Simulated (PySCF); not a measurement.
Hf(F)3(OH)(OH2) (F3H3HfO2), SMILES [Hf]([F])(<-[OH2])([F])([F])[OH], multiplicity 1. Atoms are numbered in the order given.

```xyz
9

Hf    -0.1442    -0.0111     0.0000
F      0.3847     0.8303    -1.6743
F     -0.0462    -1.9368     0.0000
F      0.3847     0.8303     1.6743
O     -2.0360     0.3330     0.0000
H     -2.9659     0.5585     0.0000
O      2.2335    -0.0761     0.0000
H      2.6310     0.3365     0.7817
H      2.6310     0.3365    -0.7817
```
Charge 0, spin multiplicity 1.

The structure is a stationary point at B3LYP-D3(BJ)/def2-SVP. The multiplicity is an assumed one; no other spin state was optimised. The structure was generated by enumeration; whether it is a known compound was not checked. The def2 effective core potentials stand for the cores of Hf; spin–orbit coupling is left out. Other conformers were not sampled.

Calculation: PBE0/def2-TZVP (PySCF).

Isolated molecule, no solvent.

```json
{
 "total_energy": "-499.90213 hartree",
 "point_group": "Cs",
 "highest_occupied_level": "-9.37 eV",
 "lowest_empty_level": "-0.41 eV",
 "orbital_gap": "8.96 eV",
 "dipole_moment": "2.58 D",
 "quadrupole, principal values (traceless, Buckingham form, about the centre of nuclear charge)": "-12.51, -10.97, 23.48 D·Å",
 "mean_static_polarisability": "42.7 bohr³ (6.33 Å³)",
 "polarisability_principal_values": "38.7, 40.1, 49.4 bohr³"
}
```
